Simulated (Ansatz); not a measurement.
Gas-phase electronic energies from Ansatz, PBE0-D4/def2-TZVP geometries. CCSD(T)/CBS adds triple-zeta CCSD(T) − MP2 to the extrapolated MP2 energy (def2 sets, frozen cores). DFT in def2-TZVPP. Elements past krypton have def2 core potentials. For Sn outer-core shells are correlated without core-valence functions, which leaves a few kJ/mol of doubt a bond. One conformer a species, not always the lowest.

`B[SiH2]O[SiH2]F` + `[CH3][SnH2][F]` → `B[CH2][SnH2][F]` + `F[SiH2]O[SiH3]`  (formal exchange of groups at a B–Si bond)

| level | ΔE (kcal/mol) | difference from CCSD(T)/CBS |
| --- | --- | --- |
| r2SCAN-D4 | -13.0 | 0.3 |
| PBE0-D4 | -12.2 | 1.1 |
| HF/def2-TZVPP | -11.5 | 1.8 |
| SCS-MP2/def2-TZVPP | -14.2 | -0.9 |
| CCSD/def2-TZVPP | -12.6 | 0.7 |
| CCSD(T)/def2-TZVPP | -13.2 | 0.1 |
| HF/def2-QZVPP | -11.7 | 1.6 |
| SCS-MP2/def2-QZVPP | -14.3 | -1.0 |
| HF/CBS(def2) | -11.7 | 1.6 |
| CCSD/CBS(def2) | -12.7 | 0.6 |
| CCSD(T)/CBS | -13.3 | 0 |

Largest T1 diagnostic among the species: 0.013.

In def2-TZVPP, CCSD(T) changes the Hartree–Fock value by −1.7 kcal/mol (the triples alone add −0.6 kcal/mol) and MP2 by −3.7 kcal/mol.
